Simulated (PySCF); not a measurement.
This script is equivalent to a calculation on Cl (chlorine, neutral).

```python
from pyscf import gto, scf, dft, mp, cc
import basis_set_exchange as bse
mol = gto.M(atom="Cl 0 0 0", charge=0, spin=1, symmetry="D2h",
            basis=gto.basis.parse(bse.get_basis("cc-pVDZ-DK", elements=["Cl"], fmt="nwchem", header=False)),
            nucmod="G")
mf = dft.UKS(mol, xc="B3LYP").sfx2c1e()
mf.irrep_nelec = {'Ag': (3, 3), 'B1u': (2, 2), 'B2u': (2, 2), 'B3u': (2, 1)}
mf.kernel()
```

(1) What total energy does it give?

(2) Which occupied shell lies highest, and where?

(3) What is ⟨S²⟩, and what would a pure spin state give?

## Answers

(1) -461.577 hartree (calculated).

(2) 3p β, at -9.049 eV.

(3) 0.752, against 0.75.
